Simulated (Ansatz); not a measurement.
# CH2AgN: where a starting geometry ends

The starting geometry of this gas-phase singlet was optimised with GFN2-xTB.

```xyz
5

C    -0.2866   -1.1960   -0.2308
Ag   -1.9399   -0.2181    0.3348
N     0.8691   -1.0516   -0.2560
H     1.8596   -1.0746   -0.3387
H    -2.7160    0.9940    0.9381
```

Question: Predict what it relaxes into with B3LYP-D3(BJ)/def2-SVP.

Answer: It keeps its bonds.

The energy falls by 0.33 eV over 9 steps:

| step | E − E(last) (eV) |
| --- | --- |
| 1 | 0.330 |
| 2 | 0.168 |
| 3 | 0.107 |
| 4 | 0.052 |
| 5 | 0.020 |
| 6 | 0.002 |
| 7 | 0.000 |
| 8 | 0.000 |
| 9 | 0.000 |

Final geometry (Å):

```tsv
atom	x (Å)	y (Å)	z (Å)
C	0.0016	-0.7083	-0.0338
Ag	-1.8587	0.1253	0.4825
N	1.0321	-1.1703	-0.3199
H	1.9221	-1.5693	-0.5671
H	-3.3109	0.7764	0.8857
```

Frequencies at the end are all real (lowest 156 cm⁻¹). Atoms past krypton carry core potentials, without spin–orbit terms. Run with Ansatz 0.2.0, 14 s on 1 thread of Arm Neoverse V2, on a shared host.
